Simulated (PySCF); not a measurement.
Simulation results for CH₃BClSi, CH₃ClSi₂, BClH₃NSi, AlClH₃OSi and others

Computed with PySCF 2.14.0. Calculation on a computer-drawn molecule: the log of a Hartree-Fock and frozen-core CCSD(T) single point meant for a local Hartree-Fock minimum, with one planted fault or none, to be diagnosed. Offsets are logged minus clean, where the clean run is the same molecule without the fault. The reference is restricted for singlets and unrestricted otherwise, and also for a bond in bohr or an excited solution. Adding or removing an electron swaps singlet and doublet. The excited solution moves the top pair (singlet) or top alpha electron (doublet) to the lowest empty orbital. Highest occupied and lowest empty are orbital energies over both spins, largest force is the largest gradient component, triples share is (T) over the correlation energy, the T1 limit is 0.02 restricted and 0.045 unrestricted, electrons count all cores, a negative frequency is imaginary (commonest isotopes), and the dipole is about the centre of nuclear charge.

Common to all runs: meant basis cc-pV(D+d)Z; logged SCF converged yes; possible faults no fault, one electron removed, one electron added, multiplicity raised by two, geometry at a saddle point, SCF held on an excited solution, minimal basis STO-3G, one bond length entered in bohr, all coordinates scaled.

(1) CH₃BClSi

Logged structure:
```xyz
7
CH3BClSi
Si    -0.5628     0.3321    -0.2185
C     -0.9794    -0.2610    -1.7962
B     -1.0581    -1.6445    -2.1285
Cl    -1.1452    -3.2453    -2.4980
H     -0.2647    -0.5933     0.8740
H     -0.4989     1.7640     0.0597
H     -1.1957     0.4549    -2.5881
```

- meant charge: 1
- meant multiplicity: 1
- logged electrons: 44
- logged basis functions: 89
- logged spin squared: 0
- logged highest occupied: -15.319 eV
- logged lowest empty: -4.4557 eV
- logged largest force: 2.461e-05 hartree/bohr
- logged lowest frequency: 109.58 cm⁻¹
- logged T1 diagnostic: 0.016273
- logged D1 diagnostic: 0.042614
- logged triples share: 0.036108
- logged CC converged: yes
- logged dipole magnitude: 3.4755 debye
- logged SCF stable within its kind: yes
- logged energy HF: -812.48429 hartree
- logged energy CCSD(T): -812.96371 hartree
- planted fault: no fault
- HF energy offset from clean run: 0 kcal/mol
- CCSD(T) energy offset from clean run: 0 kcal/mol

Drawn bonds:
```csv
atom,other atom,order
1,2,2
2,3,1
3,4,1
1,5,1
1,6,1
2,7,1
```

(2) CH₃ClSi₂

Logged structure:
```xyz
7
CH3ClSi2
Si     0.9257     0.0781     2.6603
C      0.3128    -0.4240     1.1450
Si    -1.3643    -0.9795     0.6477
Cl    -2.4468    -0.8502     2.5010
H      0.1601     0.1550     3.9066
H      2.3295     0.4896     2.8387
H      1.0323    -0.4175     0.3250
```

- meant charge: 0
- meant multiplicity: 1
- logged electrons: 55
- logged basis functions: 98
- logged spin squared: 0.9912
- logged highest occupied: -1.2433 eV
- logged lowest empty: 6.5638 eV
- logged largest force: 0.031677 hartree/bohr
- logged T1 diagnostic: 0.032957
- logged D1 diagnostic: 0.16589
- logged triples share: 0.034639
- logged CC converged: yes
- logged dipole magnitude: 2.7356 debye
- logged SCF stable within its kind: yes
- logged energy HF: -1076.97892 hartree
- logged energy CCSD(T): -1077.50002 hartree
- planted fault: one electron added
- HF energy offset from clean run: -10.77 kcal/mol
- CCSD(T) energy offset from clean run: -15.48 kcal/mol

Drawn bonds:
```csv
atom,other atom,order
1,2,2
2,3,1
3,4,1
1,5,1
1,6,1
2,7,1
```

(3) BClH₃NSi

Logged structure:
```xyz
7
BClH3NSi
Si    -0.6092    -0.4362    -0.6187
N     -0.3859     0.6720     0.3159
B     -0.1784     1.6512     1.1427
Cl     1.3987     2.0484     1.6419
H     -0.6327    -0.2827    -1.9963
H     -0.8316    -1.7439    -0.2161
H     -1.0035     2.2881     1.5751
```

- meant charge: 0
- meant multiplicity: 1
- logged electrons: 46
- logged basis functions: 89
- logged spin squared: 0
- logged highest occupied: -10.858 eV
- logged lowest empty: 1.5302 eV
- logged largest force: 0.063753 hartree/bohr
- logged T1 diagnostic: 0.015817
- logged D1 diagnostic: 0.054792
- logged triples share: 0.029465
- logged CC converged: yes
- logged dipole magnitude: 4.6072 debye
- logged SCF stable within its kind: yes
- logged energy HF: -829.3431 hartree
- logged energy CCSD(T): -829.86747 hartree
- planted fault: all coordinates scaled, by -5.6 %
- HF energy offset from clean run: 19.19 kcal/mol
- CCSD(T) energy offset from clean run: 24.73 kcal/mol

Drawn bonds:
```csv
atom,other atom,order
1,2,2
2,3,1
3,4,1
1,5,1
1,6,1
3,7,1
```

(4) CH₃BClSi

Logged structure:
```xyz
7
CH3BClSi
Si     0.1920    -2.4878     0.6773
C      0.1213    -1.1116     1.9082
B      0.8222     0.0616     1.6953
Cl     1.7064     1.4739     1.3799
H      0.9322    -2.0486    -0.5345
H     -2.3583    -3.4070    -0.0526
H     -0.4538    -1.2547     2.8180
```

* meant charge: 0
* meant multiplicity: 2
* logged electrons: 45
* logged basis functions: 89
* logged spin squared: 1.1116
* logged highest occupied: -8.3868 eV
* logged lowest empty: 1.2065 eV
* logged largest force: 0.016512 hartree/bohr
* logged T1 diagnostic: 0.039162
* logged D1 diagnostic: 0.16961
* logged triples share: 0.038743
* logged CC converged: yes
* logged dipole magnitude: 2.7849 debye
* logged SCF stable within its kind: yes
* logged energy HF: -812.61042 hartree
* logged energy CCSD(T): -813.095 hartree
* planted fault: one bond length entered in bohr, row 5 of the drawn bonds
* HF energy offset from clean run: 56.56 kcal/mol
* CCSD(T) energy offset from clean run: 59.61 kcal/mol

Drawn bonds:
```csv
atom,other atom,order
1,2,1
2,3,2
3,4,1
1,5,1
1,6,1
2,7,1
```

(5) AlClH₃OSi

Logged structure:
```xyz
7
AlClH3OSi
Si    -0.4621     0.4947     0.4466
O      1.1103     0.3432    -0.0022
Al     2.6224    -0.0123    -0.6191
Cl     2.7944    -1.5688    -2.0284
H     -0.9479     1.8556     0.1092
H     -0.5876     0.2671     1.9076
H      3.8939     0.7718    -0.1811
```

* meant charge: 0
* meant multiplicity: 2
* logged electrons: 55
* logged basis functions: 98
* logged spin squared: 0.774
* logged highest occupied: -2.9591 eV
* logged lowest empty: -3.1903 eV
* logged largest force: 0.16024 hartree/bohr
* logged dipole magnitude: 14.126 debye
* logged SCF stable within its kind: no
* logged energy HF: -1066.90595 hartree
* planted fault: SCF held on an excited solution
* HF energy offset from clean run: 128.2 kcal/mol

Drawn bonds:
```csv
atom,other atom,order
1,2,1
2,3,1
3,4,1
1,5,1
1,6,1
3,7,1
```

Notes: coupled-cluster numbers left out as unreliable.

(6) BH₈NSi₂

Logged structure:
```xyz
12
BH8NSi2
Si     1.7622    -1.7968    -1.2175
B     -0.0624    -1.9114    -0.2878
N     -1.3148    -1.8315    -0.9233
Si    -1.7202    -1.6205    -2.6166
H      2.5363    -0.6583    -0.6565
H      1.6918    -1.6129    -2.6913
H      2.5343    -3.0396    -0.9536
H     -0.0565    -2.0604     0.9096
H     -2.1083    -1.9071    -0.3120
H     -1.1897    -2.7290    -3.4366
H     -3.1972    -1.6100    -2.6950
H     -1.1885    -0.3454    -3.1400
```

* meant charge: 0
* meant multiplicity: 1
* logged electrons: 49
* logged basis functions: 114
* logged spin squared: 0.7594
* logged highest occupied: 0.89692 eV
* logged lowest empty: 8.0456 eV
* logged largest force: 0.076832 hartree/bohr
* logged T1 diagnostic: 0.016218
* logged D1 diagnostic: 0.076655
* logged triples share: 0.027673
* logged CC converged: yes
* logged dipole magnitude: 4.711 debye
* logged SCF stable within its kind: yes
* logged energy HF: -661.64114 hartree
* logged energy CCSD(T): -662.2048 hartree
* planted fault: one electron added
* HF energy offset from clean run: 42.93 kcal/mol
* CCSD(T) energy offset from clean run: 30.15 kcal/mol

Drawn bonds:
```csv
atom,other atom,order
1,2,1
2,3,1
3,4,1
1,5,1
1,6,1
1,7,1
2,8,1
3,9,1
4,10,1
4,11,1
4,12,1
```

Notes: highest electron not bound in this basis.

(7) BH₈NSi₂

Logged structure:
```xyz
12
BH8NSi2
Si     1.7622    -1.7968    -1.2175
B     -0.0624    -1.9114    -0.2878
N     -1.3148    -1.8315    -0.9233
Si    -1.7202    -1.6205    -2.6166
H      2.5363    -0.6583    -0.6565
H      1.6918    -1.6129    -2.6913
H      2.5343    -3.0396    -0.9536
H     -0.0513    -2.1930     1.9750
H     -2.1083    -1.9071    -0.3120
H     -1.1897    -2.7290    -3.4366
H     -3.1972    -1.6100    -2.6950
H     -1.1885    -0.3454    -3.1400
```

* meant charge: 0
* meant multiplicity: 1
* logged electrons: 48
* logged basis functions: 114
* logged spin squared: 0.6182
* logged highest occupied: -8.6469 eV
* logged lowest empty: 2.2911 eV
* logged largest force: 0.025891 hartree/bohr
* logged T1 diagnostic: 0.055044
* logged D1 diagnostic: 0.26409
* logged triples share: 0.032514
* logged CC converged: yes
* logged dipole magnitude: 2.3471 debye
* logged SCF stable within its kind: yes
* logged energy HF: -661.59389 hartree
* logged energy CCSD(T): -662.13871 hartree
* planted fault: one bond length entered in bohr, row 7 of the drawn bonds
* HF energy offset from clean run: 72.58 kcal/mol
* CCSD(T) energy offset from clean run: 71.62 kcal/mol

Drawn bonds:
```csv
atom,other atom,order
1,2,1
2,3,1
3,4,1
1,5,1
1,6,1
1,7,1
2,8,1
3,9,1
4,10,1
4,11,1
4,12,1
```

Notes: T1 above single-reference limit.

(8) BH₉Si₃

Logged structure:
```xyz
13
BH9Si3
Si    -2.2508     0.2357     1.8738
B     -0.2839    -0.2770     1.6858
Si     0.5979    -0.9206    -0.0307
Si     1.5706     0.9596    -1.1133
H     -2.5927     2.4977     3.4972
H     -2.9114     0.4951     0.5706
H     -2.9388    -0.9142     2.5205
H      0.4090    -0.1772     2.6629
H     -0.3749    -1.5358    -0.9712
H      1.6754    -1.9110     0.2289
H      2.6082     1.5725    -0.2483
H      2.1970     0.5460    -2.3916
H      0.5358     1.9836    -1.3995
```

- meant charge: 0
- meant multiplicity: 1
- logged electrons: 56
- logged basis functions: 128
- logged spin squared: 0.8351
- logged highest occupied: -8.8588 eV
- logged lowest empty: 0.43736 eV
- logged largest force: 0.0086948 hartree/bohr
- logged T1 diagnostic: 0.041122
- logged D1 diagnostic: 0.19527
- logged triples share: 0.032973
- logged CC converged: yes
- logged dipole magnitude: 0.44502 debye
- logged SCF stable within its kind: yes
- logged energy HF: -896.57925 hartree
- logged energy CCSD(T): -897.05826 hartree
- planted fault: one bond length entered in bohr, row 4 of the drawn bonds
- HF energy offset from clean run: 68.23 kcal/mol
- CCSD(T) energy offset from clean run: 74.6 kcal/mol

Drawn bonds:
```csv
atom,other atom,order
1,2,1
2,3,1
3,4,1
1,5,1
1,6,1
1,7,1
2,8,1
3,9,1
3,10,1
4,11,1
4,12,1
4,13,1
```

(9) CH₄BClSi

Logged structure:
```xyz
8
CH4BClSi
Si     0.4375     0.8309     1.4763
C     -0.4118     2.2263     0.9989
B     -0.4415     2.5968    -0.2107
Cl    -0.4528     3.0174    -1.7099
H     -0.3870    -0.0866     2.0528
H      1.0161     0.2625     0.3816
H      1.4153     1.1217     2.3782
H     -0.8935     2.7584     1.6920
```

- meant charge: 0
- meant multiplicity: 1
- logged electrons: 46
- logged basis functions: 94
- logged spin squared: 0
- logged highest occupied: -9.3667 eV
- logged lowest empty: 3.3968 eV
- logged largest force: 0.11703 hartree/bohr
- logged T1 diagnostic: 0.011576
- logged D1 diagnostic: 0.037188
- logged triples share: 0.029594
- logged CC converged: yes
- logged dipole magnitude: 1.9843 debye
- logged SCF stable within its kind: yes
- logged energy HF: -813.25109 hartree
- logged energy CCSD(T): -813.75755 hartree
- planted fault: all coordinates scaled, by -8.2 %
- HF energy offset from clean run: 42.56 kcal/mol
- CCSD(T) energy offset from clean run: 47.44 kcal/mol

Drawn bonds:
```csv
atom,other atom,order
1,2,1
2,3,2
3,4,1
1,5,1
1,6,1
1,7,1
2,8,1
```

(10) H₉NSi₃

Logged structure:
```xyz
13
H9NSi3
Si    -0.7864    -2.4696     1.6477
N      0.0356    -1.3333     2.5456
Si     0.4586     0.2626     2.2706
Si     0.2300     0.8946     0.0956
H     -0.8701    -1.9961     0.3092
H     -0.0987    -3.7175     1.6714
H     -2.1080    -2.7026     2.1311
H      0.2548    -1.6318     3.4418
H     -0.3200     1.1547     3.0730
H      1.8190     0.4624     2.6590
H     -1.1311     0.8536    -0.3286
H      1.0092     0.0756    -0.7739
H      0.6952     2.2412    -0.0070
```

* meant charge: 0
* meant multiplicity: 1
* logged electrons: 58
* logged basis functions: 128
* logged spin squared: 0
* logged highest occupied: -10.753 eV
* logged lowest empty: 3.3817 eV
* logged largest force: 0.037808 hartree/bohr
* logged T1 diagnostic: 0.011294
* logged D1 diagnostic: 0.025237
* logged triples share: 0.023683
* logged CC converged: yes
* logged dipole magnitude: 1.1312 debye
* logged SCF stable within its kind: yes
* logged energy HF: -926.51974 hartree
* logged energy CCSD(T): -927.08301 hartree
* planted fault: all coordinates scaled, by -3.8 %
* HF energy offset from clean run: 11.87 kcal/mol
* CCSD(T) energy offset from clean run: 14.22 kcal/mol

Drawn bonds:
```csv
atom,other atom,order
1,2,1
2,3,1
3,4,1
1,5,1
1,6,1
1,7,1
2,8,1
3,9,1
3,10,1
4,11,1
4,12,1
4,13,1
```
